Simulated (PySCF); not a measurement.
**Calcium: a sound run and one with changed settings**

Sound run: Ca [Ar] 4s2, Ca⁺ [Ar] 4s1. Computed with PySCF 2.14 in cc-pVDZ-X2C (5s4p2d, 27 functions), with scalar relativity by spin-free X2C-1e. In the sound run the correlated levels freeze [Ar]. The sound run starts from symmetry-adapted Hartree-Fock orbitals and uses a fine grid where one is needed.

A second run was set up differently.

| species | method | sound run (hartree) | changed run (hartree) | converged |
| --- | --- | --- | --- | --- |
| Ca | MP2 | -679.64649 | -679.72927 | yes |
| Ca | CCSD(T) | -679.65703 | -679.74355 | yes |
| Ca⁺ | MP2 | n/a | -679.51552 | yes |
| Ca⁺ | CCSD(T) | n/a | -679.52332 | yes |

Ionisation energy of Ca:

| method | sound run (eV) | changed run (eV) |
| --- | --- | --- |
| UHF | 5.146 | 5.146 |
| MP2 | 5.617 | 5.816 |
| SCS-MP2 | 5.712 | 5.874 |
| CCSD | 5.904 | 5.974 |
| CCSD(T) | 5.904 | 5.993 |

Q: What was changed?
A. basis contracted for another Hamiltonian
B. minimal basis
C. all electrons correlated in a valence basis
D. a valence shell is frozen

A: C. A valence basis has no tight correlating functions, so it recovers only part of the core correlation, and not evenly between atom and ion.
